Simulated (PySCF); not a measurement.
# Electron correlation in Cd²⁺ (cadmium, charge +2)

[Kr] 4d9 5s1, high-spin 3D determinant (an excited configuration). Computed with PySCF 2.14 in x2c-QZVPPall with one added diffuse shell each of s, p, d, f, g type (14s9p8d5f3g, 143 functions), with the spin-free X2C one-electron Hamiltonian (Gaussian nucleus). Frozen: [Kr]; 10 electrons correlated.

MP2 pair energies summed by pair of shells (mhartree):

```
 pair   energy  share (%)
4d-4d  -291.60       86.3
4d-5s   -46.32       13.7
```

Total MP2 correlation energy: -337.91 mhartree.

Same-spin part -126.92 and opposite-spin part -211.00 mhartree; SCS-MP2 scales them by 1/3 and 6/5 to -295.50 mhartree.
